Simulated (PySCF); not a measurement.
Structure with atom numbers: `[CH2:1]=[N:2][Si@:3]([Cl:4])([C:5]#[C:6][CH3:7])[N:8]([CH3:9])[CH3:10]`. Each H is labelled by its parent atom. Ha(C1) is cis to Si3; Hb(C1) is trans to Si3.

Calculated, not measured (PySCF 2.14): σ from GIAO-PBE0/pcSseg-1, coordinates at the GFN2-xTB level. Averaged over atoms made equivalent by symmetry, fast rotation or ring inversion, gas phase, a single conformation, relativity neglected.

References, each an isolated molecule treated in the same way: TMS for 13C.

**Question.** Do the 13C shifts follow the atomic charges (in e)? Tabulate both.

**Answer.** 
| atoms | hybridisation | δ (ppm) | σ para (ppm) | Hirshfeld | IAO | Mulliken | ESP-fitted |
| --- | --- | --- | --- | --- | --- | --- | --- |
| C1 | sp2 | 169.6 | -236 | +0.04 | -0.06 | +0.07 | +0.21 |
| C6 | sp | 112.7 | -202 | -0.01 | +0.02 | -0.15 | +0.32 |
| C5 | sp | 82.0 | -160 | -0.18 | -0.41 | -0.43 | -0.54 |
| C9/C10 | sp3 | 38.9 | -97 | -0.07 | -0.30 | -0.07 | -0.31 |
| C7 | sp3 | 5.6 | -71 | -0.09 | -0.44 | -0.16 | -0.57 |

Correlation coefficients of δ with charge over these carbons: Hirshfeld +0.59, IAO +0.78, Mulliken +0.35, ESP-fitted +0.79; with the paramagnetic shielding -0.99. With so few points, grouped by hybridisation, these coefficients are fragile. Charge is one influence among several: hybridisation and low-lying excitations act through the paramagnetic term.

Shifts are as computed. Against solution values, carbons near 30 ppm lie about +3 ppm off and those near 130 ppm about +5 ppm. Of 1309 compounds with measured shifts, 239 miss one by over three times the rms of a fit or turn the order of signals round; such compounds aren't used in these exercises.
